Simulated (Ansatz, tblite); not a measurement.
Removing an electron: SiHMe2(NiPr2) (C₈H₂₁NSi). Total charge 0; singlet. Geometry: r2SCAN-D4/def2-SVP. Ansatz, gas phase; energy differences of separate SCF runs; the oxidised species was run as a doublet alone.

```xyz
31

Si   -0.428    0.509    1.519
H    -0.020    1.935    1.725
C    -2.294    0.370    1.743
H    -2.825    1.041    1.049
H    -2.593    0.635    2.771
H    -2.647   -0.658    1.552
C     0.419   -0.561    2.818
H     1.515   -0.457    2.759
H     0.175   -1.628    2.684
H     0.103   -0.276    3.836
N     0.057    0.058   -0.097
C    -0.230   -1.310   -0.538
C    -1.210   -1.358   -1.717
C     1.041   -2.120   -0.822
C     0.735    0.947   -1.047
C    -0.132    2.150   -1.435
C     2.116    1.386   -0.548
H    -0.737   -1.809    0.312
H    -0.777   -0.892   -2.618
H    -1.468   -2.398   -1.976
H    -2.138   -0.820   -1.469
H     1.605   -1.697   -1.670
H     1.702   -2.120    0.059
H     0.797   -3.164   -1.076
H     0.899    0.360   -1.969
H    -0.324    2.793   -0.560
H    -1.105    1.815   -1.830
H     0.361    2.769   -2.203
H     2.641    1.993   -1.305
H     2.026    1.997    0.366
H     2.738    0.510   -0.311
```

The xTB rows come from tblite.

| level | −HOMO (eV) | vertical IE (eV) | −LUMO (eV) | HOMO–LUMO gap (eV) |
| --- | --- | --- | --- | --- |
| GFN1-xTB | 10.34 | 13.06 | 3.99 | 6.35 |
| HF/def2-TZVP | 9.12 | 6.43 | -3.40 | 12.52 |
| PBE-D4/def2-TZVP | 4.64 | 7.36 | -0.08 | 4.72 |

(1) Estimate the rows for GFN2-xTB, PBE0-D4/def2-TZVP.

Answers

(1) 
```json
{"level": "GFN2-xTB", "−HOMO (eV)": "9.19", "vertical IE (eV)": "12.11", "−LUMO (eV)": "3.77", "HOMO–LUMO gap (eV)": "5.43"}
{"level": "PBE0-D4/def2-TZVP", "−HOMO (eV)": "5.92", "vertical IE (eV)": "7.49", "−LUMO (eV)": "-0.86", "HOMO–LUMO gap (eV)": "6.79"}
```

 Raw xTB energy differences between charge states are shifted by several eV; the methods need an empirical correction for them.
